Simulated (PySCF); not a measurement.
A structure optimised at PBE-D3(BJ)/def2-SVPD, used in a PySCF frequency run:

```xyz
8

O     -1.2693    -0.7328    -0.5485
S      0.0000     0.0000    -0.1758
O      1.2693    -0.7328    -0.5485
O      0.0000     1.4656    -0.5485
C      0.0000     0.0000     1.6613
H      0.0000    -1.0508     2.0032
H     -0.9100     0.5254     2.0032
H      0.9100     0.5254     2.0032
```
Charge -1, spin multiplicity 1.

**Question.** Write its SMILES, formula and point group.

**Answer.** CS(=O)(=O)[O-], CH3O3S, C3v

**Question.** What are its rotational constants (standard atomic weights)?

**Answer.** 4.7481, 4.4503, 4.4503 GHz
